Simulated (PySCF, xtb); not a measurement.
(Z)-1-fluorobut-1-ene (C₄H₇F), SMILES CC/C=C\F.

GFN2-xTB (xtb) at its own geometry gives an orbital gap of 5.21 eV and a dipole moment of 2.06 D.

Geometry optimised at B3LYP-D3(BJ)/def2-SVP. Other conformers were not sampled.

### Question
What does PBE/def2-TZVP (PySCF) give? (An estimate is asked for; the answer gives what the named calculation found.)

### Answer
gap 5.44 eV (levels -5.99 and -0.55 eV), dipole 1.20 D.
